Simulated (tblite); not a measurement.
Compound: C8H14N2.
Structure used (GFN2-xTB), in Å, numbered top down from 1:
```xyz
24
C8H14N2 angstrom
C      2.2666    1.2858    0.1516
N      1.1076    0.9548    0.5521
N      0.8976   -0.3632    0.3748
C     -0.4615   -0.8173    0.2023
C     -1.3265   -0.3666    1.3969
C     -2.5808    0.2614    0.7907
C     -2.0685    0.8625   -0.5133
C     -1.1537   -0.2324   -1.0526
C      1.9755   -0.9613   -0.4257
C      3.0444    0.1399   -0.4539
H      2.6457    2.2805    0.2819
H     -0.4063   -1.9085    0.1394
H     -1.5560   -1.1932    2.0670
H     -0.7666    0.3858    1.9508
H     -3.3264   -0.5072    0.5771
H     -3.0292    1.0026    1.4500
H     -2.8670    1.1212   -1.2075
H     -1.4811    1.7554   -0.2979
H     -1.7435   -1.0065   -1.5460
H     -0.4255    0.1519   -1.7670
H      2.3160   -1.8783    0.0606
H      1.6171   -1.2114   -1.4322
H      3.4020    0.3722   -1.4580
H      3.9081   -0.1083    0.1666
```

Level: GFN2-xTB in tblite, geometry and Hessian alike; calculated harmonic values, unscaled, isolated species. The method is semi-empirical: single wavenumbers can be off by several per cent or more. One conformer, not necessarily the lowest.

Harmonic wavenumbers (cm⁻¹): 36.6, 69.4, 88.1, 181.2, 204.2, 253.5, 359.1, 400.8, 520.3, 546.1, 644.0, 658.8, 749.8, 793.3, 838.9, 846.7, 865.2, 881.2, 944.9, 955.2, 978.3, 981.8, 991.6, 1023.1, 1047.3, 1055.6, 1096.5, 1098.8, 1115.2, 1121.5, 1146.6, 1168.1, 1190.4, 1202.1, 1207.4, 1225.5, 1227.2, 1262.0, 1270.1, 1292.0, 1300.7, 1318.1, 1323.8, 1330.6, 1353.9, 1463.3, 1470.1, 1476.3, 1483.8, 1491.4, 1500.1, 1664.3, 2889.4, 2934.5, 2952.9, 2961.5, 2971.5, 2977.1, 2983.3, 2997.7, 3001.0, 3005.6, 3010.3, 3012.1, 3019.6, 3156.9.

A = 3099, B = 881.2, C = 859.9 MHz; mass 138.116 u (most abundant isotopes); point group C1, symmetry number 1.

**Question.** What is the zero-point energy?

**Answer.** ½Σν̃ = 46294 cm⁻¹ = 553.80 kJ/mol.

**Question.** What is S at 273.15 K and 1 bar for an ideal gas of classical rigid rotors and harmonic oscillators?

**Answer.** Translation 168.50, rotation 121.52, vibration 99.17: S = 389.2 J/(mol K).

**Question.** And Cp and H(273.15 K) − H(0)?

**Answer.** Cp = 142.60 J/(mol K), of which vibrations give 109.34 (their classical limit is 66 R = 548.8); H(273.15 K) − H(0) = 23.08 kJ/mol without the zero-point energy, 14.00 from vibrations.

**Question.** Which modes carry the vibrational entropy at 273.15 K?

**Answer.** 36.6 cm⁻¹: 22.01; 69.4 cm⁻¹: 16.73; 88.1 cm⁻¹: 14.77; 181.2 cm⁻¹: 9.01; 204.2 cm⁻¹: 8.10; 253.5 cm⁻¹: 6.50 J/(mol K); the other 60 give 22.05 together.

**Question.** Blend soft modes into free rotors: weight 1/[1 + (100 cm⁻¹/ν̃)⁴] for the oscillator and the rest for a rotor with moment μB/(μ + B), μ = h/(8π²ν), B = 10⁻⁴⁴ kg m². What vibrational entropy results?

**Answer.** 88.52 J/(mol K) in place of 99.17, which changes −T·S at 273.15 K by +2.91 kJ/mol.

Hindered rotation and anharmonicity are outside this model. Other conformers, if any are populated, would add a mixing term that is left out. The structure is chiral; the term R ln 2 for an equal mix with its mirror image is left out.

The run took 0.64 s on one thread of an AMD EPYC 9R45 (shared host). The figure is for the frequency step alone.
